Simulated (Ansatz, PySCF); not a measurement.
Gas-phase reaction in SMILES: CO (CH4O) [methanol] + [H][H] (H2) → C (CH4) + O (H2O)
Geometries: B3LYP-D3(BJ)/def2-TZVP minima from Ansatz (an electronic-structure program).

Quantity: energy of full hydrogenation (enthalpy at 298 K, with B3LYP-D3(BJ) rigid-rotor harmonic-oscillator terms from PySCF), in kcal/mol. Cores are frozen in the correlated levels unless marked. Spin-orbit coupling is left out. No relativistic terms. CBS(X,Y): correlation extrapolated as X^-3; Hartree-Fock from the larger set.

From measured enthalpies of formation at 298 K: -27.6 kcal/mol (CO (CH4O) -48.0, ATcT 1.112; [H][H] (H2) 0.0, ATcT 1.112; C (CH4) -17.8, ATcT 1.112; O (H2O) -57.8, ATcT 1.112). It holds spin-orbit effects, which the calculations lack, and core correlation, which the frozen-core levels lack.

| level | program | energy of full hydrogenation (kcal/mol) | error against measurement |
|---|---|---|---|
| HF/def2-SVP | Ansatz | -26.6 | 1.0 |
| M06-L/def2-TZVPD | PySCF | -27.9 | -0.3 |
| PBE0/6-31G* | Ansatz | -21.9 | 5.7 |
| TPSSh-D3(BJ)/def2-TZVPD | PySCF + dftd3 | -23.2 | 4.4 |
| TPSSh-D4/def2-TZVPD | PySCF + dftd4 | -23.1 | 4.5 |
| r2SCANh/def2-TZVPD | Ansatz | -26.5 | 1.1 |
| r2SCAN0/def2-TZVPD | Ansatz | -27.0 | 0.6 |
| LC-wPBE-D4/def2-TZVPD | Ansatz + dftd4 | -26.6 | 1.0 |
| wB97X-V/def2-TZVPD | Ansatz | -25.6 | 2.0 |
| MP2/cc-pVQZ | Ansatz | -27.8 | -0.2 |
| MP2/CBS(def2-TZVPP,def2-QZVPP) | Ansatz | -28.4 | -0.8 |
| CCSD/def2-SVPD | Ansatz | -28.4 | -0.8 |
| CCSD(T)/cc-pVDZ | Ansatz | -25.0 | 2.6 |
| CCSD(T)/def2-SVP | Ansatz | -25.2 | 2.4 |
| CCSD(T)/CBS(cc-pVTZ,cc-pVQZ) | Ansatz | -27.3 | 0.3 |
